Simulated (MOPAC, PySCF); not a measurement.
Energy landscape of H₄N (cation, charge +1), singlet: flattening of a tetrahedron along the D2d path, bond length relaxed. Scanned: the two opposite H-N-H angles (109.47 = tetrahedral, 180 = square planar). Other coordinates (N-H bond length) were minimised at PBE0/def2-TZVP.

Levels of theory: RKS-B3LYP/6-31G* = restricted B3LYP/6-31G*, spherical d (PySCF); PM7, restricted, heats of formation (MOPAC); RHF/STO-3G = restricted Hartree-Fock/STO-3G (PySCF); CCSD(T) on RHF/cc-pVTZ, 1 core orbital frozen (PySCF).

Energies relative to the lowest point of each profile, in eV; the last columns give the difference from CCSD(T):

| a / ° | RKS-B3LYP/6-31G* | PM7 | RHF/STO-3G | CCSD(T) | RKS-B3LYP/6-31G* − CCSD(T) | PM7 − CCSD(T) | RHF/STO-3G − CCSD(T) |
|---|---|---|---|---|---|---|---|
| 90 | 0.732 | 0.616 | 0.915 | 0.707 | 0.025 | -0.091 | 0.208 |
| 95 | 0.400 | 0.338 | 0.497 | 0.387 | 0.013 | -0.049 | 0.110 |
| 100 | 0.169 | 0.144 | 0.210 | 0.164 | 0.005 | -0.021 | 0.046 |
| 105 | 0.037 | 0.032 | 0.046 | 0.036 | 0.001 | -0.004 | 0.010 |
| 109.47 | 0.000 | 0.000 | 0.000 | 0.000 | 0.000 | 0.000 | 0.000 |
| 115 | 0.056 | 0.047 | 0.069 | 0.054 | 0.001 | -0.007 | 0.015 |
| 120 | 0.198 | 0.169 | 0.246 | 0.194 | 0.004 | -0.025 | 0.052 |
| 130 | 0.729 | 0.621 | 0.910 | 0.714 | 0.015 | -0.093 | 0.196 |
| 140 | 1.547 | 1.313 | 1.956 | 1.517 | 0.030 | -0.204 | 0.439 |
| 150 | 2.585 | 2.181 | 3.325 | 2.535 | 0.050 | -0.355 | 0.790 |
| 160 | 3.731 | 3.124 | — | 3.655 | 0.076 | -0.532 | — |
| 170 | 4.771 | 3.964 | — | 4.658 | 0.113 | -0.694 | — |

RKS-B3LYP/6-31G* is furthest from CCSD(T) at 170 (0.113 eV, above); its mean absolute difference over the points is 0.028 eV.

PM7 is furthest from CCSD(T) at 170 (-0.694 eV, below); its mean absolute difference over the points is 0.173 eV.

RHF/STO-3G is furthest from CCSD(T) at 150 (0.790 eV, above); its mean absolute difference over the points is 0.187 eV.

Dashes: no converged value, or the column stops at the first point that the program doubted or that broke a chosen test of continuity, which isn't proof of a fault.
